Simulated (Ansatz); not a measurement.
Species: CH₄FSi, net charge 0, doublet state. It need not be the lowest isomer of its formula. SMILES: C[SiH]F
Coordinates optimised at B3LYP-D3(BJ)/def2-TZVP (Ansatz, a quantum-chemistry and plane-wave program):
```xyz
7

Si     0.3470     0.3981     0.1816
C     -1.5124     0.1856     0.1910
F      0.9978    -0.8257    -0.6500
H      0.9121     0.3228     1.5600
H     -1.7727    -0.7925     0.6061
H     -1.9732     0.9581     0.8101
H     -1.9294     0.2559    -0.8142
```
Charge 0, spin multiplicity 2.

Computed values are from Ansatz. Cores are frozen in the correlated levels unless marked. UHF or UKS for open shells. Spin-orbit coupling is left out. No relativistic terms. CBS marks a two-point X^-3 extrapolation of the correlation energy; Hartree-Fock from the larger set.

```
Property                                                               Value
---------------------  -----------------------------------------------------
atomisation energy De  2466.6 kJ/mol at CCSD(T)/CBS(cc-pV(T+d)Z,cc-pV(Q+d)Z)
total energy            -429.3344 Eh at CCSD(T)/CBS(cc-pV(T+d)Z,cc-pV(Q+d)Z)
dipole moment                              1.74 D at CCSD(T)/aug-cc-pV(D+d)Z
T1 diagnostic                                      0.013 at CCSD/cc-pV(Q+d)Z
```
